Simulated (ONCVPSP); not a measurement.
## nitrogen, ONCV: configuration errors across variants

N, optimised norm-conserving Vanderbilt (ONCV), made with ONCVPSP 4.0.1 (PBE, scalar-relativistic). Core [He], reference 2s2 2p3. Waves: 2s: rc 0.90 bohr, ncon 4, nbas 8, qcut 6.3 1/bohr, 3 projectors, debl 1.3 Ha; 2p: rc 1.85 bohr, ncon 3, nbas 6, qcut 6.7 1/bohr, 2 projectors, debl 0.6 Ha; d scattering state at 0.22 Ha: rc 1.45 bohr, ncon 4, nbas 9, qcut 6.5 1/bohr, 2 projectors, debl 0.3 Ha. Local part: polynomial inside 0.85 bohr (lpopt 5, dvloc0 3 Ha). Core correction: Teter function, fcfact 5, rcfact 1.55.

All-electron excitation energies from the reference (eV): (1) 2s2 2p2 13.591; (2) 2s2 2p1 42.445; (3) 2s2 2p0 89.527.

A true bound ghost makes a file unfit for plane-wave use even where its test errors are small: the radial tests pick states by their node count and pass the ghost by.

Errors AE − PS in meV (a dash: test not solved or not reliable):

```tsv
change	(1)	(2)	(3)	bound ghosts	GHOST(+) flags above zero
base	+54	+438	+1676	s	d
all radii but the core radius scaled by about 0.78 (s 0.70, p 1.44, d 1.14 bohr); local potential polynomial inside 0.66 bohr (lpopt 5, dvloc0 3 Ha)	+23	+215	+895	s	s, d
all radii but the core radius scaled by about 0.85 (s 0.76, p 1.58, d 1.24 bohr); local potential polynomial inside 0.72 bohr (lpopt 5, dvloc0 3 Ha)	+32	+280	+1129	s	s, d
all radii but the core radius scaled by about 0.89 (s 0.80, p 1.64, d 1.30 bohr); local potential polynomial inside 0.76 bohr (lpopt 5, dvloc0 3 Ha)	+36	+316	+1252	s	s, d
all radii but the core radius scaled by about 0.94 (s 0.84, p 1.74, d 1.36 bohr); local potential polynomial inside 0.80 bohr (lpopt 5, dvloc0 3 Ha)	+47	+376	+1456	s	d
all radii but the core radius scaled by about 1.09 (s 0.98, p 2.02, d 1.58 bohr); local potential polynomial inside 0.92 bohr (lpopt 5, dvloc0 3 Ha)	+70	+547	+2044	s	none
all radii but the core radius scaled by about 1.18 (s 1.06, p 2.18, d 1.72 bohr); local potential polynomial inside 1.00 bohr (lpopt 5, dvloc0 3 Ha)	+82	+629	+2321	s	none
all radii but the core radius scaled by about 1.25 (s 1.12, p 2.32, d 1.82 bohr); local potential polynomial inside 1.06 bohr (lpopt 5, dvloc0 3 Ha)	+105	+781	+2803	none	s
all radii but the core radius scaled by about 1.31 (s 1.18, p 2.42, d 1.90 bohr); local potential polynomial inside 1.12 bohr (lpopt 5, dvloc0 3 Ha)	+127	+925	+3265	none	s
```

Question: Give the same row for: all radii but the core radius scaled by about 1.15 (s 1.04, p 2.14, d 1.66 bohr); local potential polynomial inside 0.98 bohr (lpopt 5, dvloc0 3 Ha).

Answer: +79, +610, +2256; bound ghosts: s; GHOST(+) flags above zero: none.
